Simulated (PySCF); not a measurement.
Screening by computed properties: pick the candidate that meets the target.

All species are isolated and taken at one optimised geometry, non-relativistic unless stated. Electronic properties by PySCF.

The conformers computed, where there is a choice (atom-mapped SMILES and torsion angles):
- `[CH3:1][Si:2]1([NH2:3])[CH2:4][SiH2:5][CH2:6]1`: H–N3–Si2–C1 179°, H–N3–Si2–C1 -43°
- `[CH3:1][O:2][CH2:3][C:4]([F:5])([F:6])[F:7]`: C1–O2–C3–C4 -71°, O2–C3–C4–F5 -162°
- `[NH2:1][SiH2:2][SiH2:3][O:4][SiH3:5]`: N1–Si2–Si3–O4 -176°, H–N1–Si2–Si3 175°, H–N1–Si2–Si3 -47°
- `[O:1]=[C:2]([OH:3])[CH:4]1[CH:5]=[CH:6][O:7][CH:8]=[CH:9]1`: O1–C2–C4–C5 -17°, H–O3–C2–O1 -1°

Question: Wanted: lowest triplet excitation (Tamm–Dancoff) between 4 eV and 4.6 eV (TDA B3LYP/def2-SVPD) and electronic spatial extent ⟨r²⟩ about the centre of nuclear charge above 1400 bohr² (B3LYP/def2-SVPD), at GFN2-xTB geometries. Which candidate meets both?
A. `N[SiH2][SiH2]O[SiH3]`
B. `COCC(F)(F)F`
C. `Cn1nc([SiH3])c(C#N)n1`
D. `O=C(O)C1C=COC=C1`
E. `C[Si]1(N)C[SiH2]C1`

Answer: C. Computed values:
| species | lowest triplet excitation (Tamm–Dancoff) | electronic spatial extent ⟨r²⟩ about the centre of nuclear charge |
| --- | --- | --- |
| O=C(O)C1C=COC=C1 | 3.79 eV | 1088 bohr² |
| Cn1nc([SiH3])c(C#N)n1 | 4.35 eV | 1492 bohr² |
| N[SiH2][SiH2]O[SiH3] | 4.86 eV | 1375 bohr² |
| C[Si]1(N)C[SiH2]C1 | 5.72 eV | 992 bohr² |
| COCC(F)(F)F | 7.10 eV | 720 bohr² |

Question: Wanted: HOMO energy between -8 eV and -6.6 eV (B3LYP/def2-SVPD) and lowest singlet excitation below 5.5 eV (TDDFT B3LYP/def2-SVPD), at GFN2-xTB geometries. Which candidate meets both?
A. `Cn1nc([SiH3])c(C#N)n1`
B. `O=C(O)C1C=COC=C1`
C. `N[SiH2][SiH2]O[SiH3]`
D. `COCC(F)(F)F`
E. `C[Si]1(N)C[SiH2]C1`

Answer: C. Computed values:
```csv
species,HOMO energy,lowest singlet excitation
COCC(F)(F)F,-8.04 eV,7.29 eV
Cn1nc([SiH3])c(C#N)n1,-7.90 eV,5.83 eV
N[SiH2][SiH2]O[SiH3],-7.11 eV,5.13 eV
C[Si]1(N)C[SiH2]C1,-6.82 eV,5.95 eV
O=C(O)C1C=COC=C1,-6.38 eV,4.67 eV
```

Question: Wanted: HOMO–LUMO gap below 6.2 eV (B3LYP/def2-SVPD) and static isotropic polarisability below 85 au (B3LYP/def2-SVPD), at GFN2-xTB geometries. Which candidate meets both?
A. `COCC(F)(F)F`
B. `Cn1nc([SiH3])c(C#N)n1`
C. `N[SiH2][SiH2]O[SiH3]`
D. `O=C(O)C1C=COC=C1`
E. `C[Si]1(N)C[SiH2]C1`

Answer: D. Computed values:
```
              species  HOMO–LUMO gap  static isotropic polarisability
     O=C(O)C1C=COC=C1        5.63 eV                          76.9 au
 N[SiH2][SiH2]O[SiH3]        6.14 eV                          92.7 au
Cn1nc([SiH3])c(C#N)n1        6.31 eV                          99.2 au
   C[Si]1(N)C[SiH2]C1        6.88 eV                          95.9 au
          COCC(F)(F)F        8.32 eV                          46.0 au
```
